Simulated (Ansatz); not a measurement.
`[F][In]([Cl])[SeH]` + H₂ → `[Cl][InH][SeH]` + H–F at 298.15 K and 1 bar (hydrogenolysis of the In–F bond).

Calculated with Ansatz (gas phase, PBE0-D4/def2-TZVP geometries, no zero-point term in ΔE). CBS: MP2 limit from def2 TZ/QZ plus the TZ coupled-cluster correction, frozen cores. This one scheme is used for every species. Elements past krypton have def2 core potentials. For In, Se outer-core shells are correlated without core-valence functions, which leaves a few kJ/mol of doubt a bond. Scalar relativity is left out up to krypton. Each species was taken in one conformer, which may not be the lowest.

```
             species  CCSD(T)/CBS energy (Eh)  H − E (kJ/mol)  S (J/(mol·K))
`[F][In]([Cl])[SeH]`              -3150.81023            48.8          369.3
                  H₂                 -1.17544            35.1          130.4
    `[Cl][InH][SeH]`              -3051.57859            57.5          341.6
                 H–F               -100.39570            33.5          173.6
```

H − E and S are ideal-gas, rigid-rotor, harmonic terms from PBE0-D4/def2-TZVP, for one conformer and one mirror image of each species. The MP2-based limit puts H₂ 0.8 mEh under its directly extrapolated value; such offsets cancel only in part. 1 Eh = 2625.50 kJ/mol, R = 8.31446 J/(mol·K).

Question: By hand: ΔE, ΔH, ΔS and ΔG.

Answer: ΔE = (-3051.57859) + (-100.39570) − (-3150.81023) − (-1.17544) = 0.01138 Eh = 29.9 kJ/mol. Δ(H − E) = 57.5 + 33.5 − 48.8 − 35.1 = 7.1, so ΔH = 37.0 kJ/mol. ΔS = 341.6 + 173.6 − 369.3 − 130.4 = 15.5 J/(mol·K). ΔG = 37.0 − 298.15 × (15.5)/1000 = 32.4 kJ/mol.

Question: By hand: the equilibrium constant, and the temperature at which ΔG would vanish if ΔH and ΔS stayed fixed.

Answer: log₁₀ K = −ΔG/(RT ln 10) = -5.7. ΔG = 0 at ΔH/ΔS = 2387 K, though so small a ΔS makes that figure unsure.

ΔH outweighs TΔS. A doubt of 5 kJ/mol in ΔE shifts log₁₀ K by 0.9 here. Other conformers and mirror images would add mixing entropy, several J/(mol·K) or more a flexible species. These are equilibria of isolated gas molecules and say nothing of rates. Largest T1 diagnostic: 0.013 (customary marks: 0.02 for closed shells, 0.045 for open ones).
